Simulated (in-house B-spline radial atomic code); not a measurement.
Results of a calculation; reference values are marked as such.
## Fe in an electron gas of r_s = 3.6: phase shifts, screening and friction

A nucleus sits in a uniform electron gas with a rigid positive background. The Kohn-Sham equations are solved self-consistently in the spin-unpolarised LDA (PW92), non-relativistic, on B-splines with outgoing waves at the boundary and partial waves to l = 8. The model has no lattice, no bands and no magnetic solution. Atomic units; δ_l are the phase shifts at the Fermi level, counted so that each bound state adds π, and good to about 0.0005. A narrow, partly filled d or f resonance in a thin gas would split by spin, so such rows rest on a solution that is probably unstable.

The density parameter is r_s = 3.6 bohr.

```csv
l,δ_l (rad)
0,9.8647
1,6.3597
2,2.4057
3,-0.0191
4,-0.0004
5,-0.0002
6,-0.0002
7,-0.0003
8,-0.0002
```

Bound levels below the band bottom (hartree): s -253.8, s -29.07, p -25.06, s -2.887, p -1.718.

Check the Friedel sum rule, and say where the screening charge sits.

k_F = (9π/4)^(1/3)/r_s = 0.53310. The rule is Z = (2/π) Σ (2l + 1) δ_l. The terms are s 6.280, p 12.146, d 7.658, f -0.085 and -0.010 beyond, in all 25.988 against Z = 26. Bound states hold 6 s, 12 p, 0 d electrons, so the scattering states carry 7.99 in all.

Find the transport cross section and the electronic stopping of a 5 keV Fe ion (mass 55.84 u).

σ_tr = (4π/k_F²) Σ (l + 1) sin²(δ_l − δ_(l+1)). The terms for l = 0 to 3 are 0.1264, 1.0540, 1.2948, 0.0014, all together 2.4766, so σ_tr = 44.217 × 2.4766 = 109.508 bohr². With n = 3/(4π r_s³) = 0.005117, the friction coefficient is Q = n k_F σ_tr = 0.2987. For v well below v_F = 0.533, dE/dx = Q v; with 24801 eV per u at v = 1, v = √(5000/(24801 × 55.84)) = 0.0601, so dE/dx = 0.01795 hartree/bohr = 9.23 eV/nm. The largest term couples the d and f waves.
